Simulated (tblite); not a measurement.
Record of a relaxation.

Species: C₆H₅F₃O.
Bonds: F1–C2, C2–C3 (double), C3–C4, C4–F5, C4–F6, C3–C7, C7–C8, C8–C9 (double), C9–O10, C2–O10. Hydrogens: H11 on C4; H12, H13 on C7; H14 on C8; H15 on C9.

Computed with GFN2-xTB (tblite), gas phase: L-BFGS steps from a force-field or distance-geometry start until the largest atomic force falls under 0.01 eV/Å. 10 of its 25 geometries are shown.

Step 0: E = -915.0513 eV, largest atomic force 1.714 eV/Å
```
atom  x, y, z in Å  |  force x, y, z in eV/Å
F1     -0.752    2.536   -0.005    0.905   0.038  -0.176
C2     -0.002    1.431   -0.081    0.735  -1.545   0.103
C3     -0.574    0.224    0.083    0.212   1.074  -0.240
C4     -2.043    0.086    0.309    0.024  -0.442   0.344
F5     -2.608   -0.686   -0.650   -0.057  -0.044  -0.109
F6     -2.273   -0.582    1.483    0.007   0.109  -0.153
C7      0.211   -1.041    0.011    0.451  -0.786   0.326
C8      1.675   -0.790   -0.223    0.301   0.458  -0.151
C9      2.150    0.445   -0.362   -0.805  -0.440   0.163
O10     1.359    1.578   -0.289   -1.145   0.806   0.093
H11    -2.585    1.026    0.355   -0.156   0.318  -0.008
H12    -0.179   -1.682   -0.789   -0.081  -0.030   0.078
H13     0.097   -1.593    0.967   -0.078   0.071  -0.325
H14     2.340   -1.649   -0.295   -0.280   0.337   0.047
H15     3.179    0.706   -0.537   -0.032   0.076   0.009
```

Step 3: E = -915.1866 eV, largest atomic force 0.480 eV/Å
```
atom  x, y, z in Å  |  force x, y, z in eV/Å
F1     -0.695    2.529   -0.015    0.418   0.095  -0.081
C2      0.024    1.399   -0.076   -0.319  -0.346   0.096
C3     -0.573    0.221    0.077    0.094  -0.022   0.000
C4     -2.043    0.080    0.318    0.007   0.030  -0.125
F5     -2.609   -0.688   -0.654   -0.007   0.038   0.053
F6     -2.273   -0.581    1.481   -0.040  -0.035   0.066
C7      0.225   -1.061    0.018   -0.198  -0.022  -0.064
C8      1.673   -0.780   -0.227   -0.047   0.364  -0.012
C9      2.125    0.458   -0.358   -0.117   0.060   0.010
O10     1.327    1.602   -0.288    0.385  -0.065  -0.064
H11    -2.590    1.035    0.355    0.049  -0.030  -0.007
H12    -0.182   -1.686   -0.785    0.000  -0.147   0.010
H13     0.092   -1.597    0.959   -0.005  -0.190   0.088
H14     2.331   -1.633   -0.293    0.026   0.162  -0.003
H15     3.164    0.709   -0.534   -0.246   0.108   0.032
```

Step 5: E = -915.2114 eV, largest atomic force 0.206 eV/Å
```
atom  x, y, z in Å  |  force x, y, z in eV/Å
F1     -0.652    2.531   -0.024    0.002   0.166  -0.003
C2      0.025    1.383   -0.072    0.020  -0.020  -0.024
C3     -0.573    0.208    0.076   -0.014   0.184   0.024
C4     -2.044    0.081    0.317   -0.018  -0.052  -0.010
F5     -2.610   -0.687   -0.653   -0.050   0.016   0.017
F6     -2.274   -0.581    1.482   -0.042   0.019  -0.005
C7      0.221   -1.069    0.017   -0.089  -0.072   0.032
C8      1.667   -0.765   -0.228   -0.117  -0.126   0.031
C9      2.113    0.471   -0.357    0.108  -0.020  -0.026
O10     1.330    1.606   -0.289    0.039  -0.107   0.012
H11    -2.588    1.036    0.354    0.066  -0.026  -0.007
H12    -0.183   -1.695   -0.783    0.008  -0.164  -0.033
H13     0.091   -1.608    0.961    0.031  -0.136   0.014
H14     2.328   -1.617   -0.292    0.025   0.204  -0.009
H15     3.146    0.716   -0.532    0.032   0.133  -0.012
```

Step 8: E = -915.2204 eV, largest atomic force 0.071 eV/Å
```
atom  x, y, z in Å  |  force x, y, z in eV/Å
F1     -0.636    2.543   -0.026    0.000   0.010   0.002
C2      0.028    1.384   -0.073   -0.025   0.010  -0.004
C3     -0.576    0.211    0.079    0.008  -0.017  -0.005
C4     -2.045    0.078    0.316   -0.010   0.019   0.012
F5     -2.616   -0.687   -0.652   -0.028  -0.001   0.001
F6     -2.279   -0.580    1.483   -0.030   0.002   0.002
C7      0.212   -1.076    0.019    0.022  -0.002  -0.005
C8      1.657   -0.764   -0.226    0.031  -0.025  -0.003
C9      2.114    0.467   -0.357   -0.005   0.027   0.000
O10     1.333    1.600   -0.289   -0.012   0.030   0.004
H11    -2.582    1.035    0.353   -0.007   0.040  -0.002
H12    -0.183   -1.712   -0.783   -0.002  -0.024   0.044
H13     0.092   -1.623    0.962   -0.010  -0.036  -0.036
H14     2.333   -1.598   -0.293    0.063  -0.033  -0.006
H15     3.144    0.730   -0.532    0.005   0.003  -0.003
```

Step 11: E = -915.2215 eV, largest atomic force 0.052 eV/Å
```
atom  x, y, z in Å  |  force x, y, z in eV/Å
F1     -0.635    2.546   -0.026   -0.017  -0.016   0.002
C2      0.026    1.385   -0.074   -0.003  -0.034   0.008
C3     -0.576    0.210    0.079   -0.006  -0.004   0.001
C4     -2.047    0.080    0.317   -0.004   0.003  -0.018
F5     -2.620   -0.686   -0.651   -0.006   0.032   0.021
F6     -2.283   -0.579    1.483   -0.017   0.020  -0.003
C7      0.213   -1.077    0.018    0.018  -0.002  -0.003
C8      1.660   -0.766   -0.226    0.033   0.040  -0.008
C9      2.114    0.468   -0.358   -0.008  -0.016   0.004
O10     1.331    1.601   -0.288    0.007  -0.029  -0.003
H11    -2.582    1.039    0.353    0.010  -0.001  -0.001
H12    -0.183   -1.718   -0.779    0.004  -0.001  -0.007
H13     0.091   -1.630    0.958    0.006  -0.002   0.005
H14     2.340   -1.598   -0.294    0.007   0.013  -0.001
H15     3.145    0.732   -0.533   -0.025  -0.002   0.003
```

Step 13: E = -915.2217 eV, largest atomic force 0.033 eV/Å
```
atom  x, y, z in Å  |  force x, y, z in eV/Å
F1     -0.635    2.545   -0.026   -0.012  -0.031   0.002
C2      0.026    1.384   -0.073    0.005  -0.006   0.004
C3     -0.576    0.209    0.079    0.002  -0.017   0.002
C4     -2.048    0.081    0.317    0.006   0.004   0.007
F5     -2.622   -0.684   -0.650   -0.017   0.013  -0.010
F6     -2.286   -0.578    1.482   -0.011   0.020   0.003
C7      0.215   -1.078    0.018   -0.003  -0.009   0.002
C8      1.662   -0.766   -0.227   -0.020  -0.019   0.004
C9      2.114    0.469   -0.357    0.006   0.000  -0.001
O10     1.331    1.601   -0.288   -0.012  -0.007   0.000
H11    -2.581    1.041    0.353    0.013   0.006  -0.002
H12    -0.183   -1.719   -0.778    0.015   0.008  -0.017
H13     0.092   -1.632    0.957    0.019   0.010   0.009
H14     2.343   -1.597   -0.294    0.001   0.019  -0.001
H15     3.143    0.733   -0.533    0.008   0.010  -0.002
```

Step 16: E = -915.2224 eV, largest atomic force 0.045 eV/Å
```
atom  x, y, z in Å  |  force x, y, z in eV/Å
F1     -0.640    2.537   -0.025   -0.004  -0.010   0.003
C2      0.025    1.378   -0.072   -0.001   0.013  -0.008
C3     -0.576    0.203    0.079    0.002  -0.015   0.003
C4     -2.049    0.084    0.316   -0.010  -0.001   0.019
F5     -2.630   -0.676   -0.649   -0.010  -0.016  -0.029
F6     -2.295   -0.569    1.483    0.002  -0.006   0.017
C7      0.218   -1.082    0.018   -0.022  -0.016   0.004
C8      1.665   -0.766   -0.227   -0.031  -0.029   0.009
C9      2.114    0.469   -0.357    0.005   0.024  -0.007
O10     1.328    1.597   -0.288   -0.006   0.044   0.004
H11    -2.576    1.046    0.352    0.020   0.033  -0.006
H12    -0.179   -1.722   -0.779    0.015  -0.007  -0.017
H13     0.097   -1.635    0.956    0.017  -0.004   0.012
H14     2.351   -1.593   -0.295   -0.005  -0.018   0.001
H15     3.142    0.737   -0.533    0.028   0.008  -0.004
```

Step 19: E = -915.2228 eV, largest atomic force 0.027 eV/Å
```
atom  x, y, z in Å  |  force x, y, z in eV/Å
F1     -0.643    2.533   -0.025   -0.008   0.007   0.002
C2      0.024    1.375   -0.072   -0.005  -0.004  -0.003
C3     -0.576    0.199    0.080   -0.002   0.005   0.000
C4     -2.050    0.085    0.317    0.001   0.000  -0.007
F5     -2.635   -0.672   -0.650    0.008   0.004   0.013
F6     -2.299   -0.566    1.485    0.000  -0.004  -0.005
C7      0.219   -1.085    0.018    0.008   0.002  -0.001
C8      1.665   -0.767   -0.227    0.012   0.024  -0.003
C9      2.114    0.469   -0.358   -0.006   0.001  -0.001
O10     1.327    1.598   -0.288    0.001  -0.004   0.001
H11    -2.571    1.052    0.351    0.016   0.005  -0.003
H12    -0.175   -1.724   -0.781    0.005  -0.011   0.003
H13     0.101   -1.638    0.957    0.002  -0.012  -0.003
H14     2.354   -1.592   -0.296   -0.023  -0.007   0.003
H15     3.143    0.739   -0.534   -0.010  -0.005   0.002
```

Step 21: E = -915.2229 eV, largest atomic force 0.015 eV/Å
```
atom  x, y, z in Å  |  force x, y, z in eV/Å
F1     -0.645    2.532   -0.024   -0.004   0.000   0.000
C2      0.023    1.375   -0.072   -0.002   0.002   0.003
C3     -0.577    0.199    0.080    0.005  -0.001  -0.002
C4     -2.050    0.085    0.317    0.014   0.003  -0.002
F5     -2.635   -0.671   -0.650    0.002   0.004   0.009
F6     -2.300   -0.565    1.485   -0.002   0.004  -0.010
C7      0.219   -1.085    0.018    0.006   0.006  -0.001
C8      1.665   -0.766   -0.227   -0.004   0.001   0.000
C9      2.114    0.470   -0.358   -0.002  -0.004   0.003
O10     1.326    1.599   -0.288   -0.007  -0.010  -0.001
H11    -2.569    1.054    0.350    0.007  -0.007   0.000
H12    -0.174   -1.726   -0.781    0.006  -0.001   0.011
H13     0.102   -1.639    0.958    0.001  -0.002  -0.012
H14     2.353   -1.592   -0.295   -0.014   0.005   0.001
H15     3.143    0.739   -0.534   -0.006   0.001   0.000
```

Step 24: E = -915.2229 eV, largest atomic force 0.006 eV/Å
```
atom  x, y, z in Å  |  force x, y, z in eV/Å
F1     -0.646    2.531   -0.024   -0.001  -0.001   0.000
C2      0.022    1.374   -0.072    0.001   0.002   0.002
C3     -0.576    0.198    0.080    0.001   0.000   0.000
C4     -2.050    0.086    0.317    0.001  -0.001   0.000
F5     -2.636   -0.670   -0.649    0.000   0.000  -0.004
F6     -2.301   -0.564    1.484    0.002   0.002   0.002
C7      0.220   -1.086    0.018   -0.002   0.000   0.000
C8      1.665   -0.765   -0.227   -0.003  -0.005   0.001
C9      2.114    0.471   -0.358   -0.001   0.000   0.002
O10     1.325    1.599   -0.288    0.000   0.003  -0.002
H11    -2.566    1.055    0.350    0.001   0.000   0.001
H12    -0.172   -1.727   -0.781    0.000   0.000   0.001
H13     0.103   -1.640    0.957   -0.001   0.000  -0.001
H14     2.352   -1.592   -0.295    0.002  -0.002   0.000
H15     3.142    0.739   -0.534   -0.001   0.003   0.000
```

**Question.** Summarise the path.

**Answer.** The energy falls by 3.96 kcal/mol from step 0 to step 24; nine tenths of that is first reached at step 4. It falls at every step. The largest force goes from 1.714 to 0.006 eV/Å. Among the bonds C2–O10 changes most, from 1.385 to 1.339 Å; the atoms move by 0.049 Å rms after alignment.

**Question.** Follow the three bonds and two angles with the largest change from start to end.

**Answer.** 
| step | E above end (kcal/mol) | largest force (eV/Å) | C2–O10 (Å) | C3–C7 (Å) | C2=C3 (Å) | F1–C2–O10 (°) | C3–C2–O10 (°) |
| --- | --- | --- | --- | --- | --- | --- | --- |
| 0 | 3.96 | 1.714 | 1.385 | 1.491 | 1.345 | 118.2 | 122.1 |
| 1 | 2.40 | 1.190 | 1.362 | 1.515 | 1.314 | 116.0 | 124.7 |
| 2 | 1.52 | 0.792 | 1.338 | 1.516 | 1.327 | 115.2 | 125.7 |
| 3 | 0.84 | 0.480 | 1.336 | 1.511 | 1.329 | 113.7 | 126.2 |
| 4 | 0.38 | 0.232 | 1.341 | 1.505 | 1.326 | 111.3 | 127.0 |
| 5 | 0.27 | 0.206 | 1.341 | 1.504 | 1.327 | 110.9 | 127.2 |
| 6 | 0.13 | 0.270 | 1.342 | 1.507 | 1.325 | 110.3 | 127.4 |
| 7 | 0.08 | 0.181 | 1.340 | 1.508 | 1.328 | 110.4 | 127.2 |
| 8 | 0.06 | 0.071 | 1.340 | 1.510 | 1.328 | 110.5 | 127.1 |
| 9 | 0.05 | 0.063 | 1.339 | 1.510 | 1.329 | 110.4 | 127.1 |
| 10 | 0.04 | 0.083 | 1.340 | 1.511 | 1.329 | 110.4 | 127.0 |
| 11 | 0.03 | 0.052 | 1.340 | 1.511 | 1.329 | 110.3 | 127.0 |
| 13 | 0.03 | 0.033 | 1.340 | 1.512 | 1.329 | 110.3 | 127.0 |
| 14 | 0.02 | 0.057 | 1.340 | 1.512 | 1.329 | 110.3 | 127.0 |
| 15 | 0.02 | 0.066 | 1.340 | 1.512 | 1.328 | 110.3 | 127.1 |
| 16 | 0.01 | 0.045 | 1.339 | 1.512 | 1.328 | 110.3 | 127.1 |
| 17 | 0.01 | 0.035 | 1.339 | 1.511 | 1.329 | 110.3 | 127.2 |
| 18 | 0.01 | 0.027 | 1.339 | 1.511 | 1.329 | 110.3 | 127.2 |
| 19 | 0.00 | 0.027 | 1.339 | 1.512 | 1.329 | 110.3 | 127.2 |
| 20 | 0.00 | 0.021 | 1.340 | 1.512 | 1.329 | 110.3 | 127.2 |
| 21 | 0.00 | 0.015 | 1.340 | 1.512 | 1.329 | 110.3 | 127.2 |
| 22 | 0.00 | 0.014 | 1.339 | 1.512 | 1.329 | 110.3 | 127.2 |
| 23 | 0.00 | 0.013 | 1.339 | 1.512 | 1.329 | 110.3 | 127.2 |
| 24 | 0.00 | 0.006 | 1.339 | 1.511 | 1.329 | 110.3 | 127.2 |
